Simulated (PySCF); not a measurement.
H10Si4, charge +1, doublet, at a GFN2-xTB geometry (a state made from the parent by changing its charge; the spin is typed, not shown lowest). Base run: CAMB3LYP/3-21G in PySCF.

The PySCF input:
```python
from pyscf import gto, scf, dft

mol = gto.Mole()
mol.atom = '''
    Si    0.197941    2.032596   -0.870970
    Si   -0.101204    0.036891    0.559683
    Si    2.047711   -0.954613   -0.073907
    Si   -2.161009   -1.118910    0.436377
    H     1.455592    2.698511   -0.558155
    H     0.144703    1.512389   -2.231995
    H    -0.974498    2.817727   -0.508898
    H     0.121769    0.520420    1.935602
    H     3.152074   -0.063334    0.263217
    H     1.952334   -1.205445   -1.508666
    H     2.055886   -2.183609    0.710762
    H    -2.100095   -2.294645    1.303517
    H    -3.243137   -0.221017    0.838840
    H    -2.332760   -1.524494   -0.960794
'''
mol.basis = '3-21g'
mol.charge = 1
mol.spin = 1
mol.verbose = 4
mol.build()

mf = dft.UKS(mol)
mf.xc = 'camb3lyp'
mf.kernel()
mf.analyze()
```

The base run was repeated with changes; each row names its change, and settings that it needs were set with it.

```csv
change,ΔE vs base (mEh),fitting functions
base,0.000,-
auxbasis = def2-universal-jkfit,-0.311,692
auxbasis = cc-pvqz-jkfit,-0.541,1102
auxbasis = even-tempered beta=3.0,-18.907,280
auxbasis = def2-tzvp-ri,-60.663,602
auxbasis = def2-svp-ri,-1279.5,388
auxbasis = even-tempered beta=1.6,-8.637,624
auxbasis = even-tempered beta=2.0,-9.461,418
auxbasis = cc-pvdz-jkfit,-0.565,678
"exchange = seminumerical (SGX) (with mf = sgx.sgx_fit(mf, auxbasis='def2-universal-jfit'); with mf.with_df.dfj = True)",-1.439,314
```

A fitting set is made for a task (jfit for Coulomb, jkfit for Coulomb and exchange, ri for correlation) and for a family of orbital bases.

Open shells are given as the SCF converged; they aren't shown to be the lowest states, and a large step between rows can be another state.
